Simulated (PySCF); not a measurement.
Stepwise substitution at one centre (Sn F-Cl). Isolated molecules, 0 K electronic values unless said otherwise. Strings in code marks are SMILES.

All values below come from PySCF with PBE-D3(BJ)/def2-TZVP // PBE0-D3(BJ)/def2-TZVP. All candidates: neutral, multiplicity 1. 

```yaml
dipole_moment: 1.40 D
HOMO: -8.73 eV
LUMO: -4.20 eV
```

Say which member has these values.
A) `[F][Sn]([Cl])([Cl])[Cl]`
B) `[F][Sn]([F])([Cl])[Cl]`
C) `[Cl][Sn]([Cl])([Cl])[Cl]`

B, `[F][Sn]([F])([Cl])[Cl]`. The others give `[F][Sn]([Cl])([Cl])[Cl]`: 1.07 D, -8.46 eV, -4.11 eV; `[Cl][Sn]([Cl])([Cl])[Cl]`: 0.00 D, -8.31 eV, -4.07 eV
